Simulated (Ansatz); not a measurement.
C3H6O2Si can be A, `COC#CO[SiH3]`, or B, `C=C(O)[SiH2]C=O`.

Calculated with Ansatz (gas phase, PBE0-D4/def2-TZVP geometries, no zero-point term in ΔE). CCSD(T)/CBS adds triple-zeta CCSD(T) − MP2 to the extrapolated MP2 energy (def2 sets, frozen cores). Functionals use def2-TZVPP. B3LYP here is the variant with VWN-RPA as its local correlation; programs differ in this. Each species was taken in one conformer, which may not be the lowest.

Q: Which is lower in electronic energy at CCSD(T)/CBS, and by how much? (An estimate is asked.)

A: The calculation gave: B, by 117.4 kJ/mol.

Q: Give E(B) − E(A) in kJ/mol with B3LYP, PBE0-D4, MP2/def2-TZVPP, CCSD/def2-TZVPP, HF/def2-TZVPP, r2SCAN-D4, PBE-D4. (An estimate is asked.)

A: The calculation gave: B3LYP -108.4, PBE0-D4 -119.4, MP2/def2-TZVPP -105.4, CCSD/def2-TZVPP -111.2, HF/def2-TZVPP -91.2, r2SCAN-D4 -122.5, PBE-D4 -129.1. None reverses the order clearly.

Largest T1 diagnostic: 0.015.

From PBE to PBE0 (25 % exact exchange), in def2-TZVPP and without D4, E(B) − E(A) moves by +9.2 kJ/mol. In def2-TZVPP, CCSD(T) changes the Hartree–Fock value by −25.3 kJ/mol (the triples alone add −5.3 kJ/mol) and MP2 by −14.3 kJ/mol.
